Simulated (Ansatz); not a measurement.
Basis-set extrapolation for `O[SiH2]O[Si](O)(O)O` (PBE0-D4/def2-TZVP geometry, frozen core, Ansatz 0.2.0). Multiplicity 1, RHF reference.

|  | def2-TZVPP | def2-QZVPP |
| --- | --- | --- |
| HF | -956.223286 | -956.261544 |
| MP2 correlation | -1.424694 | -1.542956 |
| CCSD(T) correlation | -1.500173 | not run |

Energies in hartree. Use E(X) = E(∞) + A·exp(−7.88·√X) for Hartree–Fock and E(X) = E(∞) + B·X^(−2.97) for correlation, with X = 3 and 4, and add CCSD(T) minus MP2 of the smaller set to the MP2 limit.

Task: What is the CCSD(T) energy at the basis-set limit?

Result: HF limit: -956.261544 + (-0.038258) × 0.13774 = -956.26681. MP2 limit: -1.542956 + (-0.118262) × 0.74074 = -1.63056. Higher-order term: -1.500173 − (-1.424694) = -0.07548. Total: -957.97285 hartree, 654.8 kJ/mol below CCSD(T)/def2-TZVPP.
